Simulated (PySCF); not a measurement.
Compound: alpha-tetralone, C10H10O.
Numbering: `[O:1]=[C:2]1[CH2:3][CH2:4][CH2:5][c:6]2[cH:7][cH:8][cH:9][cH:10][c:11]21`

NICS is the negative of the GIAO shielding at a point without a nucleus: at the ring centre (0) and 1 Å above and below it (1); zz is the component along the ring normal. Level: GIAO PBE0/pcSseg-1 (PySCF, non-relativistic, gas phase) on the GFN2-xTB geometry, one conformer.

Rings: 1. C2–C3–C4–C5–C6–C11; 2. C6–C7–C8–C9–C10–C11.

| set | NICS(0) | NICS(1), two faces | NICS(1)zz, two faces |
| --- | --- | --- | --- |
| P | -7.9 | -11.0 / -10.9 | -26.4 / -26.4 |
| Q | 3.1 | -1.9 / -0.1 | 3.6 / 5.3 |

Question: Which set (ppm) belongs to which ring?

Answer: P = 2, Q = 1.
- 1 (6-membered carbocycle; formal bonds 1 aromatic, 5 single): mean NICS(1)zz 4.5 ppm, deshielded. C3, C4, C5 have four or more neighbours, so the value isn't read as a sign of a π ring current.
- 2 (6-membered carbocycle; formal bonds all aromatic): mean NICS(1)zz -26.4 ppm, shielded. The ring is flat and has no four-coordinate atom; by the NICS criterion it is aromatic, though in fused rings the probe also feels the neighbouring ring.

Question: How do the rings differ in shape?

Answer: 
```
ring                          bond lengths (Å)  rms pucker (Å)  HOMA  nearest outside atom to a NICS(1) probe (Å)
   1  1.513, 1.523, 1.524, 1.500, 1.399, 1.479            0.21     –                                hydrogen 1.33
   2  1.388, 1.384, 1.387, 1.379, 1.396, 1.399            0.00  0.99                                hydrogen 2.65
```

HOMA = 1 − mean of α(R − Ropt)² over the ring bonds, with Krygowski's 1993 parameters (CC: Ropt 1.388 Å, α 257.7 Å⁻²). A dash marks a ring with a four-coordinate atom, a triple bond, no multiple bond or a kind of bond without parameters.
